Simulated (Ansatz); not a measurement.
Coupled-cluster diagnostics for the cluster Be3O3 (the lowest singlet isomer of a short search), Ansatz.

Geometry of the singlet (r2SCAN-D4/def2-SVP):

Cartesian coordinates in Å:
```
Be -0.086 0.421 -1.216
Be 0.545 -1.142 0.250
Be -0.459 0.721 0.966
O 0.107 -0.524 1.512
O -0.677 1.420 -0.310
O 0.571 -0.896 -1.201
```

Correlated methods freeze 3 core orbitals. In CCSD on the charge 1 doublet the largest single amplitude is 0.29, so its Hartree–Fock determinant may place the open shell otherwise than the density functionals do. The structure comes from a short search, and lower isomers may exist.

Q: Estimate the CCSD(T) correlation energy, the shares of MP2 and (T), T1 and the reference's ⟨S²⟩ for: charge 0, singlet, own geometry in def2-TZVPP; charge 1, doublet, vertical in def2-TZVPP; and the rough time on 4 threads of Intel Xeon Platinum 8488C on a shared host.

A: 
```json
{"state": "charge 0, singlet, own geometry", "basis": "def2-TZVPP", "correlation (eV)": "-25.661", "MP2 share (%)": "96.2", "(T) share (%)": "3.4", "T1": "0.014", "⟨S²⟩ (pure)": "0.00 (0.00)", "wall time": "16 s"}
{"state": "charge 1, doublet, vertical", "basis": "def2-TZVPP", "correlation (eV)": "-24.250", "MP2 share (%)": "94.1", "(T) share (%)": "3.5", "T1": "0.041", "⟨S²⟩ (pure)": "0.76 (0.75)", "wall time": "69 s"}
```
Customary marks for T1 are 0.02 (closed shells), 0.045 (open shells) and about 0.05 (3d metals). T1 exceeds 0.02 in 1 of 2 rows and 0.045 in 0; the higher it lies, the less the single-reference result can be trusted.
